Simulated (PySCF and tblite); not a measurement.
C₄H₅NOS, numbered as in [N:1]#[C:2][C@@H:3]1[CH2:4][CH2:5][S@@:6]1=[O:7]. Free energies: PBE0-D3(BJ)/pcSseg-1 on GFN2-xTB structures plus GFN2-xTB thermal terms, symmetry and mirror images included. Conformers within 2.5 kcal/mol (GFN2-xTB free energy) were kept, 6 at most. GIAO shieldings: PBE0/pcSseg-1. Shifts are against TMS (¹H), TMS (¹³C), NH3 (¹⁵N) at the same level; of two unlike H on one atom, a is the less shielded. Codes: tblite and PySCF.

The 4-ring runs over atoms 3–4–5–6.

Two conformers hold nearly all the population. I: 4-ring puckered (ring torsions 20, -16, 16, -20°); δ(H4a) = 4.04 ppm. II: 4-ring puckered (ring torsions -23, 19, -19, 22°); δ(H4a) = 2.46 ppm. The average over the ensemble at 298.15 K is 2.62 ppm.

**Question.** What populations and free-energy difference follow from a two-state model?

**Answer.** p(I) = (2.62 − 2.46)/(4.04 − 2.46) = 0.10, so K = p(II)/p(I) = 8.87 and G(II) − G(I) = −RT ln K = -1.29 kcal/mol. The weights computed directly are 9.8 % and 90.2 %.


¹⁵N shifts are against a computed isolated NH3 molecule, about 20 ppm from the liquid.

Conformer gaps in pcSseg-1 on xTB geometries can be 2 kcal/mol off for S=O, P=O and other polar bonds.